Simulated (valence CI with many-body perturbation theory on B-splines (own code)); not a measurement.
Values are calculated unless marked as measured or tabulated.
## Tl10+ in three bases

Level of theory: valence CI with perturbative core correlation (CI+MBPT): three valence electrons over a frozen Dirac-Fock core [Xe] 4f14, a basis of 7 s, 7 p, 8 d, 6 f, 4 g, 1 h functions for each j, with the one-electron correlation potential Σ1 (screened to all orders), the two-electron term Σ2, the three-electron term Σ3, Breit, model QED; selected single and double excitations, second order for the rest, scaled by the run's own slope (own B-spline code, finite nucleus).

No measured levels were compared; by estimate terms of the open shell hold to 2 to 4 % of their energy, and close levels can change places. The list stops below the first excitations out of the core. Only levels of the ground parity were solved; by the run's estimate the other parity begins above the list, which can be wrong where configurations are misplaced.

The reference run has the lowest level (5d3/2^3) J=3/2 and an ionisation energy of 178.207 eV. Its largest variational space holds 7372 state functions.

Levels are named by their leading jj configuration (3d3/2^4 stands for four electrons in 3d with j = 3/2), which in mixed levels can hold well under half, so a name can repeat and another be missing. Letters in brackets count levels of one name in rising energy.

Changed runs:
A. basis 6 s, 6 p, 5 d, 5 f, 1 g
B. basis 5 s, 5 p, 4 d, 4 f

Excitation energies of the reference run in cm⁻¹, and shifts in cm⁻¹:

```tsv
Level	Reference	A	B
(5d3/2^2 5d5/2) J=5/2 [a]	17589	-101	-233
(5d3/2^2 5d5/2) J=7/2	27199	-27	+48
(5d3/2^2 5d5/2) J=3/2	27233	+55	+338
(5d3/2^2 5d5/2) J=9/2	30576	+80	+445
(5d3/2^2 5d5/2) J=1/2	31906	+51	+371
(5d3/2 5d5/2^2) J=7/2 [a]	48220	+53	+343
(5d3/2^2 5d5/2) J=5/2 [b]	48935	+42	+312
(5d3/2 5d5/2^2) J=9/2	51053	+7.2	+305
(5d3/2 5d5/2^2) J=3/2 [a]	57280	+77	+340
(5d3/2 5d5/2^2) J=1/2	59880	+130	+658
(5d3/2 5d5/2^2) J=11/2	62998	+165	+957
(5d3/2 5d5/2^2) J=5/2 [a]	67451	+207	+828
Ionisation energy (eV)	178.207	-0.039	-0.075
```
